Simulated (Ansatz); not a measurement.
Total energies of `F[CH2][GaH2]`.

Z-matrix (Å, degrees):
```
C
Ga 1 2.004
F 1 1.407 2 103.5
H 1 1.093 2 114.5 3 116.8
H 1 1.093 2 114.5 3 -116.7
H 2 1.569 1 119.4 3 -87.3
H 2 1.569 1 119.5 3 88.4
```

Total charge 0; spin multiplicity 1. Correlated methods include outer-core shells of Ga, which these sets cover unevenly. Scalar relativity is left out up to krypton. Geometry: relaxed with PBE0-D4/def2-TZVP. Basis def2-TZVPP, the Gaussian-basis code of Ansatz.

RPA on PBE orbitals: Hartree–Fock energy of these orbitals -2062.84755 Eh, correlation -1.04742 Eh (frozen core).

| functional | kind | energy without D4 (Eh) | D4 term (kJ/mol) |
| --- | --- | --- | --- |
| LDA (SPW92) | LDA | -2061.16596 | – |
| PBE | GGA | -2064.77884 | -9.4 |
| revPBE | GGA | -2065.04013 | -29.2 |
| BLYP | GGA | -2065.26468 | -20.9 |
| r2SCAN | meta-GGA | -2065.14630 | -2.1 |
| B97M-V | meta-GGA with VV10 | -2064.82225 | – |
| PBE0 | global hybrid, 25 % exact exchange | -2064.82505 | -7.8 |
| B3LYP | global hybrid, 20 % | -2065.28393 | -15.3 |
| r2SCANh | meta-GGA hybrid, 10 % | -2065.12814 | -2.3 |
| r2SCAN0 | meta-GGA hybrid, 25 % | -2065.10225 | -2.5 |
| HSE06 (plane-wave form) | screened hybrid | -2064.81772 | -7.3 |
| BHLYP | global hybrid, 50 % | -2065.13651 | -12.0 |
| CAM-B3LYP | range-separated hybrid | -2065.30004 | -7.9 |
| LC-ωPBE | long-range corrected hybrid | -2064.90104 | – |
| ωB97X-V | range-separated hybrid GGA with VV10 | -2065.00413 | – |
| ωB97M-V | range-separated hybrid meta-GGA with VV10 | -2065.06711 | – |
| B2PLYP | double hybrid | -2064.76738 | – |
| PBE-QIDH | double hybrid | -2064.46965 | – |

B3LYP takes the VWN-RPA correlation (the form of Gaussian; ORCA's B3LYP/G). HSE06 is the plane-wave form, built on full-range PBE exchange. The double hybrids freeze the cores in their second-order part.

LC-ωPBE has ω = 0.4 bohr⁻¹.
